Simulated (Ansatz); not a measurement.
Basis-set extrapolation for Al$_{2}$Cl$_{2}$H$_{6}$N$_{2}$ (`[Cl][Al@H-]1[NH2+][Al@@H-]([Cl])[NH2+]1`) (PBE0-D4/def2-TZVP geometry, frozen core, the Gaussian-basis code of Ansatz). Multiplicity 1, RHF reference.

|  | def2-TZVPP | def2-QZVPP |
| --- | --- | --- |
| HF | -1515.641790 | -1515.687047 |
| MP2 correlation | -0.976232 | -1.060219 |
| CCSD(T) correlation | -1.079684 | not run |

Energies in hartree. Use E(X) = E(∞) + A·exp(−7.88·√X) for Hartree–Fock and E(X) = E(∞) + B·X^(−2.97) for correlation, with X = 3 and 4, and add CCSD(T) minus MP2 of the smaller set to the MP2 limit.

What is the CCSD(T) energy at the basis-set limit?

HF limit: -1515.687047 + (-0.045257) × 0.13774 = -1515.69328. MP2 limit: -1.060219 + (-0.083987) × 0.74074 = -1.12243. Higher-order term: -1.079684 − (-0.976232) = -0.10345. Total: -1516.91916 hartree, 124.0 kcal/mol below CCSD(T)/def2-TZVPP.
